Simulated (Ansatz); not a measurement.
Start from `CC1=N[CH]1[SnH3]` and change one atom or group to get `CC1=NC1`.

Ansatz, PBE0-D4/def2-TZVP geometries, multiplicity 1. 

Elements past krypton have def2 core potentials.

```csv
property,`CC1=N[CH]1[SnH3]`
HOMO–LUMO gap (B3LYP/def2-TZVPP) / eV,6.57
HOMO energy (B3LYP/def2-TZVPP) / eV,-7.12
LUMO energy (PBE/def2-TZVPP) / eV,-1.41
LUMO energy (ωB97M-V/def2-TZVPP) / eV,1.61
HOMO energy (ωB97M-V/def2-TZVPP) / eV,-9.47
LUMO energy (B3LYP/def2-TZVPP) / eV,-0.55
```

Question: What does the change do to each property? (An estimate is asked.)

Answer: Computed: 
| property | `CC1=NC1` | shift |
| --- | --- | --- |
| HOMO–LUMO gap (B3LYP/def2-TZVPP) / eV | 7.14 | 0.57 |
| HOMO energy (B3LYP/def2-TZVPP) / eV | -7.39 | -0.27 |
| LUMO energy (PBE/def2-TZVPP) / eV | -1.14 | 0.27 |
| LUMO energy (ωB97M-V/def2-TZVPP) / eV | 2.34 | 0.73 |
| HOMO energy (ωB97M-V/def2-TZVPP) / eV | -9.93 | -0.46 |
| LUMO energy (B3LYP/def2-TZVPP) / eV | -0.25 | 0.30 |

With PBE0 the HOMO falls by 0.30 eV and the LUMO rises by 0.32 eV, so the gap widens by about 0.62 eV. PBE moves the HOMO by -0.07 eV and ωB97M-V by -0.46 eV. The zero-point energy changes by -25.0 kJ/mol with -9 modes.

B3LYP here is the variant with VWN-RPA as its local correlation; programs differ in this.
